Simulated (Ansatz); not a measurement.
CHClNSn, SMILES `N#[C][SnH][Cl]` radical. The species carries charge 0 and has multiplicity 2. Sn takes the def2 core potential.

Cartesian coordinates in Å:
```
N 0.578 -0.158 -2.388
C 0.367 0.045 -1.272
Sn 0.039 0.591 0.752
Cl -2.117 -0.150 1.197
H 1.133 -0.328 1.711
```

Problem. List the harmonic frequencies (cm⁻¹, unscaled) at PBE0-D4/def2-TZVP in Ansatz. (Best estimate.)

Solution. Ansatz gave: 83, 204, 267, 374, 409, 495, 534, 1847, 2299.

Problem. Is this a minimum?

Solution. Yes, all 9 modes are real.

Problem. Give the ideal-gas thermochemistry at 298.15 K and 1 bar (rigid rotor, harmonic oscillator; point group C1, symmetry number 1).

Solution. Zero-point energy 39.0 kJ/mol; H(298) − E = 56.4 kJ/mol; entropy 339.6 J/(mol·K), of which translation 173.7, rotation 115.0, vibration 45.1, electronic 5.8; G(298) − E = -44.9 kJ/mol. Modes under 100 cm⁻¹ are hindered rotations or soft bends, so the harmonic entropy is rough.
